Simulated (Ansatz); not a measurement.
AlFH2 (SMILES [F][AlH2]) moved off its minimum; all values from Ansatz (a program for electronic structure), cores frozen in correlated methods.
(charge 0, multiplicity 1)
```xyz
4

Al    -0.2353    -0.4721     0.2079
H      0.3959    -1.3446     1.2303
H     -1.6427    -0.8507    -0.5919
F      0.4915     0.9086    -0.2607
```

**Question.** Give the forces (eV/Å), the total energy and the dipole at CCSD(T)/aug-cc-pV(T+d)Z.

**Answer.** 
```
atom      Fx      Fy      Fz
----  ------  ------  ------
Al1   -1.881  -0.163  -1.433
H2     0.653  -0.756   1.036
H3     0.832   0.247   0.528
F4     0.396   0.671  -0.131
```
Energy -343.0045 hartree, dipole 1.29 D.
